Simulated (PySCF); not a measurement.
**Exercise with solution: chemical shift, span and skew from a shielding tensor**

Al(AsH2)(F)(OH) (AlAsFH3O), SMILES [Al]([OH])([F])[AsH2]. Atoms are numbered in the order given.

```xyz
7

Al     0.8721     0.5572     0.0307
As    -1.1838    -0.7212    -0.0009
H     -0.4393    -1.8192    -0.7863
H     -1.5804     0.0061    -1.3014
F      0.8719     2.2162    -0.2506
O      2.3395    -0.2276     0.4336
H      3.1854     0.2435     0.5053
```

Geometry optimised at PBE-D3(BJ)/def2-SVP. The structure was generated by enumeration; whether it is a known compound was not checked. The values are those of a single conformer.

GIAO shieldings from KT2/pcSseg-1 in PySCF, non-relativistic, no solvent. The symmetric part of the tensor of F5 has the principal values 161.5, 255.6, 414.8 ppm. The same nucleus in CFCl3 has σ = 127.1 ppm at this level (PySCF, at its B3LYP-D3(BJ)/def2-TZVP geometry).

Problem. Work out the isotropic shielding, the ¹⁹F shift against CFCl3, the span and the skew.

Solution. 
σ(iso) = (σ11 + σ22 + σ33)/3 = 277.3 ppm. δ = σ(ref) − σ(iso) = 127.1 − (277.3) = -150.2 ppm.
Span Ω = σ33 − σ11 = 253.3 ppm. Skew κ = 3(σ(iso) − σ22)/Ω = 0.26. Tumbling in solution averages the tensor to δ; in a static solid the shielding alone would spread this spin-1/2 line over Ω.
